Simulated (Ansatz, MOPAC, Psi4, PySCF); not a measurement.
Species: cis-(1S,2R)-2-fluorocyclopropane-1-carbaldehyde, C4H5FO, net charge 0, singlet state. SMILES: O=C[C@@H]1C[C@H]1F
Geometry: optimised at B3LYP-D3(BJ)/def2-TZVP (Ansatz, a program for electronic structure).

Quantity: vertical ionisation energy to the doublet, in eV. Set-up: frozen cores in correlated levels; six Cartesian d functions in 6-31G* and its kin unless marked 5d; non-relativistic; UHF or UKS for open shells; each state is the SCF solution reached for its charge and spin; spin-orbit terms left out; 6-311+G** with 5d; dispersion terms only where a functional's name holds one. First-principles rows: single points at B3LYP-D3(BJ) geometries (Ansatz). Semi-empirical rows: differences of heats of formation at the shared geometry for vertical values.

```
level               program  vertical ionisation energy to the doublet (eV)
------------------  -------  ----------------------------------------------
AM1                   MOPAC                                           10.16
PM6                   MOPAC                                            9.79
HF/6-311+G**         Ansatz                                            8.88
PBE/6-311+G**        Ansatz                                            9.58
B3LYP/6-31G*         Ansatz                                            9.66
B3LYP/6-311+G**      Ansatz                                            9.98
M06-2X/6-31G* (5d)    PySCF                                           10.01
wB97X-D/6-31G*         Psi4                                            9.85
MP2/6-31G*           Ansatz                                           10.13
MP2/6-311+G**        Ansatz                                           10.45
wB97M-V/def2-TZVPD   Ansatz                                           10.08
wB97X-V/def2-TZVPD   Ansatz                                           10.08
```

No value to compare with is used here. The 10 habitual levels span 8.88 (HF/6-311+G**) to 10.45 eV (MP2/6-311+G**); wB97M-V/def2-TZVPD gives 10.08.

The levels are drawn from those run, B3LYP/6-31G* more often than the rest, none by its result; left out are runs that failed, that the program found above a lower state of the same kind, or whose <S^2> lies over 0.5 above the pure value.
